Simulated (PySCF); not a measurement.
Which level of theory gave which numbers?

[Al(CCH)4]-, C8H4Al (charge -1).
Cartesian coordinates in Å at the PBE0-D3(BJ)/def2-SVP level; atoms count from 1:
```
atom  x, y, z in Å
Al1   -0.0038   -0.0047    0.0014
C2     0.0032   -0.0126    1.9767
C3     0.0137   -0.0181    3.2010
H4     0.0216   -0.0232    4.2756
C5     1.8563   -0.0095   -0.6606
C6     3.0106   -0.0131   -1.0686
H7     4.0242   -0.0172   -1.4257
C8    -0.9272    1.6173   -0.6466
C9    -1.4955    2.6250   -1.0474
H10   -1.9943    3.5100   -1.3979
C11   -0.9411   -1.6108   -0.6650
C12   -1.5171   -2.6087   -1.0791
H13   -2.0199   -3.4865   -1.4417
```

The closed-shell ground state was solved 3 times with PySCF (density fitting, gas phase), always in the pcSseg-1 (pcSseg-2 on Al) basis (199 functions), with these functionals: B3LYP, PBE and PBE0. No diffuse functions stand in pcSseg-1 (pcSseg-2 on Al), which bears on an anion's orbital energies.

```
row  total energy (Eh)  HOMO (eV)  LUMO (eV)
  P          -549.5746      -3.35       3.94
  Q          -548.9965      -2.43       3.21
  R          -549.0259      -3.63       4.11
```

Which functional belongs to which row?

P = B3LYP, Q = PBE, R = PBE0. By rising HOMO–LUMO gap: PBE (GGA) 5.64 eV; B3LYP (global hybrid, 20 % exact exchange) 7.29 eV; PBE0 (global hybrid, 25 % exact exchange) 7.74 eV. Total energies of different functionals aren't bounds to one another; each is stationary for its own functional.
